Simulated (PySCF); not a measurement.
# Ti³⁺ (titanium, charge +3): UHF calculation

Configuration: [Ar] 3d1, 2D determinant. Computed with PySCF 2.14 in x2c-TZVPPall with one added diffuse shell each of s, p, d, f type (7s6p5d3f1g, 80 functions), with the spin-free X2C one-electron Hamiltonian (Gaussian nucleus).

```
Total energy                                                  : -851.082275 hartree
One-electron energy                                           : -1142.9187 hartree
Hartree (Coulomb) energy                                      : 332.4751 hartree
Exchange energy                                               : -40.6387 hartree
⟨S²⟩                                                          : 0.7518
⟨L²⟩                                                          : 6.019
Sum of ⟨r⟩                                                    : 12.12 bohr
Sum of ⟨r²⟩                                                   : 12.94 bohr²
Traceless quadrupole moment −½Σ⟨3z² − r²⟩ along its main axis : 0.514 e·bohr²
Langevin diamagnetic susceptibility                           : -10.2 ×10⁻⁶ cm³/mol
```

| shell | electrons | mean orbital energy (hartree) | spread (hartree) | rms radius, mean of both spins (bohr) |
| --- | --- | --- | --- | --- |
| 1s α | 1 | -185.64117 | 0 | 0.0804 |
| 1s β | 1 | -185.64091 | 0 | 0.0804 |
| 2s α | 1 | -22.92190 | 0 | 0.350 |
| 2s β | 1 | -22.90101 | 0 | 0.350 |
| 2p α | 3 | -19.08918 | 0.00182 | 0.320 |
| 2p β | 3 | -19.06774 | 0.02770 | 0.320 |
| 3s α | 1 | -4.13825 | 0 | 1.06 |
| 3s β | 1 | -4.06566 | 0 | 1.06 |
| 3p α | 3 | -3.02358 | 0.04977 | 1.15 |
| 3p β | 3 | -2.93388 | 0.07201 | 1.15 |
| 3d α | 1 | -1.59377 | 0 | 1.38 |

Densities and radii are taken from the X2C orbitals without a picture-change correction, which distorts them close to the nucleus.

Spin-orbit constants ζ (cm⁻¹) from the X2C one-electron operator on these orbitals: bare nucleus, nucleus screened by l(l+1)(2l+1)/3 electrons, and screened by the Breit-Pauli mean field of the electrons.

```csv
shell,bare,screened nucleus,mean field
2p,33210,30190,28800
3p,3793,3448,3267
3d,321.7,175.5,152.7
```

To first order the Landé constant is A = 152.7 cm⁻¹, so the lowest level has J = 3/2 and lies 0.0284 eV below the centre of the term.
